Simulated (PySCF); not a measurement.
C6H10O2.
SMILES: `CC(C)=C(C)C(=O)O`

Torsions of this conformer, `[CH3:1][C:2]([CH3:3])=[C:4]([CH3:5])[C:6](=[O:7])[OH:8]`: C2–C4–C6–O7 4°, H–O8–C6–C4 179°.

The closed-shell ground state was solved at several levels (PySCF, density fitting, gas phase, non-relativistic). One conformer (not necessarily the lowest) at the PBE0-D3(BJ)/def2-SVP geometry, without solvent, vibrations or thermal averaging.

```
            level  basis functions  total energy (Eh)  HOMO (eV)  LUMO (eV)  gap (eV)  dipole (D)
    PBE0/pcSseg-1              186          -384.6310      -7.10      -1.03      6.07        1.93
wB97X-D/def2-SVPD              246          -384.7301      -8.93       0.63      9.56        2.00
mPW1PW91/pcSseg-1              186          -384.9808      -7.14      -1.06      6.08        1.95
```

Q: What might B3LYP/pcJ-1 (316 basis functions) give for the same quantities?

A: Total energy -385.1378 Eh, HOMO -6.89 eV, LUMO -1.24 eV, gap 5.65 eV, dipole 1.84 D.

Q: Over all these levels, which gives the widest orbital gap and which the narrowest?

A: wB97X-D/def2-SVPD (range-separated hybrid) has the widest, 9.56 eV, and B3LYP/pcJ-1 (global hybrid, 20 % exact exchange) the narrowest, 5.65 eV. Functional and basis both differ between the two, so the spread mixes both effects.

Q: How far do the dipole and the HOMO energy spread over the levels?

A: The dipole runs from 1.84 to 2.00 D (mean 1.93 D) and the HOMO from -8.93 to -6.89 eV.

wB97X-D is run here without its empirical dispersion term; that term would change no orbital, density or response property at a fixed geometry.
